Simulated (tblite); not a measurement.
C6H6NS (doublet state).
Geometry (GFN2-xTB, Å), atoms numbered from 1 in this order:
```
atom  x, y, z in Å
C1     2.860    0.404    0.415
C2     1.542    0.196    0.206
C3     0.925   -0.792   -0.610
C4    -0.442   -0.734   -0.606
C5    -0.974    0.282    0.197
C6    -2.350    0.613    0.420
N7    -3.380    0.055   -0.070
S8     0.293    1.189    0.968
H9     3.211    1.188    1.061
H10    3.594   -0.218   -0.064
H11    1.509   -1.502   -1.166
H12   -1.069   -1.406   -1.168
H13   -2.533    1.446    1.093
H14   -3.187   -0.723   -0.699
```

All values are computed: GFN2-xTB (tblite) harmonic vibrations without scaling, gas phase. Errors from tens to a few hundred cm⁻¹ against measured bands are possible. One conformer, not necessarily the lowest. Open shells enter through the occupations alone, without spin polarisation, and single modes of such species can be off by tens of per cent.

Question: How many normal modes are there?

Answer: 14 atoms, non-linear: 3N − 6 = 36.

Question: What is the point group of the computed structure, and how do the modes divide by symmetry?

Answer: Cs. The vibrations span 25 a′ + 11 a″.

Question: How many distinct wavenumbers does the calculation give?

Answer: 36: Cs has no degenerate species.

Question: How many fundamentals are allowed in the infrared by symmetry?

Answer: 36 of 36: in Cs every mode is allowed. All fundamentals are allowed in the Raman spectrum.

Question: What zero-point energy do the modes add up to?

Answer: Half the sum of the wavenumbers, 22043 cm⁻¹, or 63.0 kcal/mol from 36 modes, 29.3 kcal/mol of it from above 1550 cm⁻¹.

Question: What thermal excitation has the softest real mode at 200 K?

Answer: 80.6 cm⁻¹ is a vibrational temperature θ of 116 K. The population of v = 1 over v = 0 is exp(−θ/T) = 0.56, and the mean quantum number is 1.3.
